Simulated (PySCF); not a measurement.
# From computed data to an observable: oscillator strength and radiative lifetime

C3H7NOSi, SMILES C1=CO[SiH2]NC1.

Coordinates come from a ωB97X-D3(BJ)/def2-SVP optimisation. The structure was generated by enumeration, and PubChem lists no compound with its InChIKey, so it may never have been made. Other conformers were not sampled.

PySCF 2.14.0 with TDA-PBE/def2-SVPD puts the first singlet state with f over 0.02 at 6.21 eV (vertical), with the transition dipole (-0.009, 0.300, -0.244) in atomic units.

Question: Find the oscillator strength, the wavelength and the radiative lifetime that this transition would have in vacuum if emission retraced absorption.

Answer: 
|μ|² = 0.1496 au, so |μ| = 0.98 D. ΔE = 6.21/27.211 = 0.2282 hartree. f = (2/3) ΔE |μ|² = 0.023 (the program prints 0.023).
λ = 1239.84/6.21 = 200 nm; ν = 50087 cm⁻¹.
Einstein's coefficient A = 0.6670 ν² f s⁻¹ (ν in cm⁻¹) = 3.8e7 s⁻¹, so τ = 1/A = 26 ns. This state is S8; the lower singlets have f = 0.011, 0.002, 0.009, 0.008, 0.003, 0.001, 0.002. The figure is the radiative limit of this one transition; relaxation, internal conversion, crossing to triplets and a medium change what is measured.
